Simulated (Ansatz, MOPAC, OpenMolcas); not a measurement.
## Si2H4F2 (SMILES F[SiH](F)[SiH3]): methods side by side

Si2H4F2 has 8 atoms, charge 0, and is taken as a singlet. As SMILES, `F[SiH](F)[SiH3]`. The shape is that of a PBE0-D4/def2-TZVP optimisation.

Each level gives the HOMO–LUMO gap (eV). The values are calculated.

| level | kind | program | value (eV) | CPU time |
| --- | --- | --- | --- | --- |
| PM7 | semi-empirical | MOPAC | 11.07 | under 2 s |
| HF/cc-pVDZ | Hartree–Fock | OpenMolcas | 14.76 | 12 s |
| SVWN5/cc-pVDZ | LDA | OpenMolcas | 6.13 | 30 s |
| PBE/cc-pVDZ | GGA | Ansatz | 6.26 | 4.1 s |
| M06-L/cc-pVDZ | meta-GGA | OpenMolcas | 6.95 | 56 s |
| r2SCAN/cc-pVDZ | meta-GGA | OpenMolcas | 6.88 | 67 s |
| BHLYP/cc-pVDZ | global hybrid | Ansatz | 10.58 | 5 s |
| HSE06/cc-pVDZ | range-separated hybrid | Ansatz | 7.64 | 4.5 s |
| B2PLYP/cc-pVDZ | double hybrid | Ansatz | 10.83 | 6.7 s |

The values span 6.13 to 14.76 eV. Orbital gaps aren't excitation energies, and those of double hybrids come from the SCF part alone; they tend to grow with the share of exact exchange. CPU times are rough (shared hosts, several kinds of processor and program).
